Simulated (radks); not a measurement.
Question: Species: Ba+. Configuration: [Xe] 5d1 (not the ground configuration). Calculated with a radial shooting solver on a logarithmic mesh with Libxc functionals: Dirac Kohn-Sham, LDA (Slater exchange, Perdew-Wang correlation), spin-unpolarised, spherical densities, finite nucleus; open shells fill j = l - 1/2 first; Fermi nuclear charge, rms radius 4.8378 fm.

Spin-orbit splittings of the eigenvalues, e(l+1/2) - e(l-1/2), with zeta = 2 splitting/(2l+1) and mean radii in bohr:

| shell | occ. | splitting (eV) | zeta (eV) | <r> j=l-1/2 | <r> j=l+1/2 |
|---|---|---|---|---|---|
| 2p | 6 | 381.2 | 254.2 | 0.09197 | 0.09796 |
| 3p | 6 | 73.65 | 49.10 | 0.2818 | 0.2938 |
| 3d | 10 | 15.72 | 6.287 | 0.2645 | 0.2683 |
| 4p | 6 | 15.48 | 10.32 | 0.6971 | 0.7247 |
| 4d | 10 | 2.628 | 1.051 | 0.7952 | 0.8053 |
| 5p | 6 | 2.093 | 1.396 | 1.869 | 1.958 |
| 5d | 1 | ? | ? | 3.214 | 3.269 |

Estimate the 5d splitting.

Answer: 0.1385 eV (zeta = 0.05539 eV).
